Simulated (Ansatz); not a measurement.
Gas-phase electronic energies from Ansatz, PBE0-D4/def2-TZVP geometries. CBS: MP2 limit from def2 TZ/QZ plus the TZ coupled-cluster correction, frozen cores. This one scheme is used for every species. Functionals use def2-TZVPP. B3LYP here is the variant with VWN-RPA as its local correlation; programs differ in this. For As outer-core shells are correlated without core-valence functions, which leaves a few kJ/mol of doubt a bond. Scalar relativity is left out up to krypton. Each species was taken in one conformer, which may not be the lowest.

Reaction (ligand exchange at the As–C bond): `O[SiH2]C[AsH2]` + `O[SiH3]` → `[SiH3]O[AsH2]` + `C[SiH2]O`

```json
{"level": "r2SCAN-D4", "ΔE (kJ/mol)": "0.0"}
{"level": "B3LYP-D4", "ΔE (kJ/mol)": "-5.7"}
{"level": "ωB97M-V", "ΔE (kJ/mol)": "-0.6"}
{"level": "r2SCAN", "ΔE (kJ/mol)": "-0.5"}
{"level": "PBE0", "ΔE (kJ/mol)": "3.7"}
{"level": "B3LYP", "ΔE (kJ/mol)": "-9.4"}
{"level": "SCS-MP2/def2-QZVPP", "ΔE (kJ/mol)": "-0.4"}
{"level": "MP2/CBS(def2)", "ΔE (kJ/mol)": "9.1"}
```

What does CCSD(T)/CBS give? (Estimate.)

Computed: +5.3 kJ/mol. The listed levels differ from it by -5.3, -11.0, -5.9, -5.8, -1.6, -14.7, -5.7, 3.8 kJ/mol.

Largest T1 diagnostic among the species: 0.012.

The D4 term adds +3.7 kJ/mol with B3LYP and +2.0 kJ/mol with PBE0; it sums over pairs of atoms, weighted by their polarisabilities, and B3LYP, whose exchange is more repulsive, gets the larger term. In def2-TZVPP, CCSD(T) changes the Hartree–Fock value by +20.3 kJ/mol (the triples alone add +2.1 kJ/mol) and MP2 by +24.1 kJ/mol.
